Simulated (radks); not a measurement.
The numbers below are computed, except where a source is named.
Initial-state core-level shifts of the aluminium ion Al+ when its valence configuration changes from [Ne] 3s2. Level of theory: scalar-relativistic Kohn-Sham, PBEsol, spin-polarised, spherical densities, finite nucleus; open shells are filled with parallel spins first; Fermi nuclear charge, rms radius 3.061 fm (a radial shooting solver on a logarithmic mesh with Libxc functionals). Shifts are changes of the shell-averaged eigenvalues in eV (positive: less bound); the change of the density at the nucleus, which sets a Mossbauer isomer shift, is in e/bohr^3, on a base of 1500.

valence          1s      2s      2p  density at nucleus
3s1.5 3p0.5  -0.803  -0.792  -0.784             -1.6540
3s1 3p1      -1.389  -1.388  -1.370             -3.3632
3p2          -3.074  -3.042  -3.006             -6.9911
3s0.5 3p1.5  -2.236  -2.220  -2.194             -5.1678
